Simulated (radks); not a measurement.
Q: These are the eigenvalues of the occupied orbitals of an atom or ion with whole-number occupations (hartree). All-electron calculation, scalar-relativistic Kohn-Sham, LDA (Slater exchange, Perdew-Wang correlation), spin-polarised, spherical densities, finite nucleus; Fermi nuclear charge, rms radius of each element as measured or else 0.836 A^(1/3) + 0.57 fm. Program: a radial shooting solver on a logarithmic mesh with Libxc functionals.

| orbital | eigenvalue |
|---|---|
| 1s up | -71.13395 |
| 1s down | -71.01255 |
| 2s up | -15.55218 |

Which element is it, and in what charge state? The configuration may be excited. Open shells, if any, are filled with parallel spins first.

A: Z = 13, aluminium, charge +10: Al10+ in [He] 2s1. The list shows which subshells hold electrons but not how many an open one holds; the 1s level, -71.134 hartree, gives Z - s = 11.9 by -(Z - s)^2/2, which with screening and relativity narrows Z to a few neighbours, and the depths of the outer levels then fix element, charge and occupations together.
